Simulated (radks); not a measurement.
The vanadium ion V+, 22 electrons, occupied as [Ar] 3d4. All-electron calculation, non-relativistic Kohn-Sham, PBE, spin-polarised, spherical densities, point nucleus; open shells are filled with parallel spins first. Program: a radial shooting solver on a logarithmic mesh with Libxc functionals.

Unscreened Slater integrals over Kohn-Sham orbitals (eV). They are taken over the spin-up orbitals.

integral,value
"F0(3d,3d)",17.004
"F2(3d,3d)",7.5175
"F4(3d,3d)",4.6132
"F0(3d,3p)",19.793
"F2(3d,3p)",8.9721
"G1(3d,3p)",11.146
"G3(3d,3p)",6.6338
"F0(3d,3s)",20.314
"G2(3d,3s)",8.2972
"F0(3d,2p)",24.797
"F2(3d,2p)",3.9202
"G1(3d,2p)",2.6749
"G3(3d,2p)",1.5136
"F0(3p,3p)",23.832
"F2(3p,3p)",11.906
"F0(3p,3s)",24.597
"G1(3p,3s)",16.305
"F0(3p,2p)",32.524
"F2(3p,2p)",6.2009
"G0(3p,2p)",2.4104
"G2(3p,2p)",2.5030
"F0(3s,3s)",25.443
"F0(3s,2p)",33.921
"G1(3s,2p)",2.7100
"F0(2p,2p)",90.369
"F2(2p,2p)",42.464

Derived for the open shells (J is the average intra-shell exchange parameter used in DFT+U). 3d: Racah B = F2/49 - 5 F4/441 = 0.1011 eV, C = 35 F4/441 = 0.3661 eV, C/B = 3.62, F4/F2 = 0.614, J = (F2 + F4)/14 = 0.8665 eV.
